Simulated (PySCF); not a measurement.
Compound: C₅H₁₁FO.
Numbering: `[CH3:1][O:2][C@H:3]([CH3:4])[CH2:5][CH2:6][F:7]`

Cartesian coordinates in Å at the PBE0-D3(BJ)/def2-SVP level; atoms count from 1:
```xyz
18
C5H11FO angstrom
C     -1.9725    0.8630   -0.4431
O     -0.8809    0.5654    0.3711
C     -0.0041   -0.4148   -0.1387
C     -0.5316   -1.8206    0.0999
C      1.3441   -0.1875    0.5273
C      1.9094    1.1832    0.2471
F      2.1001    1.3487   -1.1081
H     -2.6501   -0.0004   -0.5868
H     -2.5440    1.6648    0.0456
H     -1.6543    1.2174   -1.4432
H      0.1261   -0.2514   -1.2278
H      0.1549   -2.5721   -0.3182
H     -1.5139   -1.9684   -0.3725
H     -0.6385   -2.0077    1.1797
H      1.2287   -0.3041    1.6186
H      2.0542   -0.9590    0.1881
H      2.8803    1.3225    0.7521
H      1.2073    1.9581    0.5938
```

Method used: PySCF 2.14.0, delta-SCF UKS SCAN, pcX-2 on the ionised atom, pcseg-1 elsewhere, spin-free X2C. Vertical ΔSCF values, vacuum level as zero.

Some binding energies are withheld.

```csv
atom(s),bonded to,level,binding energy (eV)
C1,O and 3 H,C 1s,?
C3,"O, 2 C and H",C 1s,?
C4,C and 3 H,C 1s,290.61
C5,2 C and 2 H,C 1s,290.73
C6,"F, C and 2 H",C 1s,292.80
O2,2 C,O 1s,?
F7,C,F 1s,692.17
```

Q: What is the C 1s binding energy of C3?

A: 291.97 eV (sp3 carbon bound to oxygen). The nearest listed C 1s value is that of C6; the shift against it is -0.83 eV.

Q: Fill in O 1s for O2 (atom 2).

A: 538.20 eV (ether oxygen).

Q: Fill in C 1s for C1.

A: 292.13 eV (methoxy carbon). The nearest listed C 1s value is that of C6; the shift against it is -0.67 eV.

The listed C 1s values span 2.19 eV, from C4 (bonded to C and 3 H) to C6 (bonded to F, C and 2 H). Summing the Pauling electronegativity differences to the bonded atoms, each weighted by its formal bond order, gives -1.05 for the lowest site and +0.73 for the highest; no listed site has a larger sum than the highest.

Q: What is the C 1s shift of C4 against C1?

A: 290.61 − 292.13 = -1.52 eV, or -147 kJ/mol.

One conformer (not necessarily the lowest) at the PBE0-D3(BJ)/def2-SVP geometry, without solvent, vibrations or thermal averaging.
